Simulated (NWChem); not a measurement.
A series in which one site is exchanged, each optimised at PBE0/def2-SVP with NWChem, gas phase unless a solvent is named. Some are not confirmed as minima by frequencies. def2 effective core potentials on Zr, I; no spin-orbit coupling.

A: [Si](I)(F)(F)F (SiIF3; site = Si)
B: [F][Zr]([F])([F])[I] (ZrIF$_{3}$; site = Zr)
C: [F][Ge]([F])([F])[I] (GeIF₃; site = Ge)
D: [I][Ti]([F])([F])[F] (TiIF₃; site = Ti)

Question: Rank them by static polarisability, B3LYP/def2-SVPD (bohr³), lowest first.

Answer: A (56.1), C (61.2), D (70.5), B (73.5)
